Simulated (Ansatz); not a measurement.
`CB(N)O[SiH3]` + H–F → `CB(F)O[SiH3]` + NH₃ at 500 K and 1 bar (ligand exchange at a B–N bond).

Program: Ansatz. Geometries: PBE0-D4/def2-TZVP. ΔE: electronic, gas phase. CCSD(T)/CBS adds triple-zeta CCSD(T) − MP2 to the extrapolated MP2 energy (def2 sets, frozen cores). This one scheme is used for every species. One conformer a species, not always the lowest.

```json
{"species": "`CB(N)O[SiH3]`", "CCSD(T)/CBS energy (Eh)": "-486.76550", "H − E (kJ/mol)": "311.4", "S (J/(mol·K))": "437.3"}
{"species": "H–F", "CCSD(T)/CBS energy (Eh)": "-100.39570", "H − E (kJ/mol)": "39.4", "S (J/(mol·K))": "188.7"}
{"species": "`CB(F)O[SiH3]`", "CCSD(T)/CBS energy (Eh)": "-530.66692", "H − E (kJ/mol)": "241.8", "S (J/(mol·K))": "429.9"}
{"species": "NH₃", "CCSD(T)/CBS energy (Eh)": "-56.50880", "H − E (kJ/mol)": "108.2", "S (J/(mol·K))": "211.8"}
```

H − E and S are ideal-gas, rigid-rotor, harmonic terms from PBE0-D4/def2-TZVP, for one conformer and one mirror image of each species. 1 Eh = 2625.50 kJ/mol, R = 8.31446 J/(mol·K).

Problem. By hand: ΔE, ΔH, ΔS and ΔG.

Solution. ΔE = (-530.66692) + (-56.50880) − (-486.76550) − (-100.39570) = -0.01452 Eh = -38.1 kJ/mol. Δ(H − E) = 241.8 + 108.2 − 311.4 − 39.4 = -0.8, so ΔH = -38.9 kJ/mol. ΔS = 429.9 + 211.8 − 437.3 − 188.7 = 15.7 J/(mol·K). ΔG = -38.9 − 500 × (15.7)/1000 = -46.8 kJ/mol.

Problem. By hand: the equilibrium constant, and the temperature at which ΔG would vanish if ΔH and ΔS stayed fixed.

Solution. log₁₀ K = −ΔG/(RT ln 10) = 4.9. ΔH and −TΔS have one sign here, so there is no such temperature.

ΔH outweighs TΔS. A doubt of 5 kJ/mol in ΔE shifts log₁₀ K by 0.5 here. Other conformers and mirror images would add mixing entropy, several J/(mol·K) or more a flexible species. Modes under 60 cm⁻¹, often nearly free rotors, make the harmonic entropy too high. These are equilibria of isolated gas molecules and say nothing of rates. Largest T1 diagnostic: 0.012 (customary marks: 0.02 for closed shells, 0.045 for open ones).
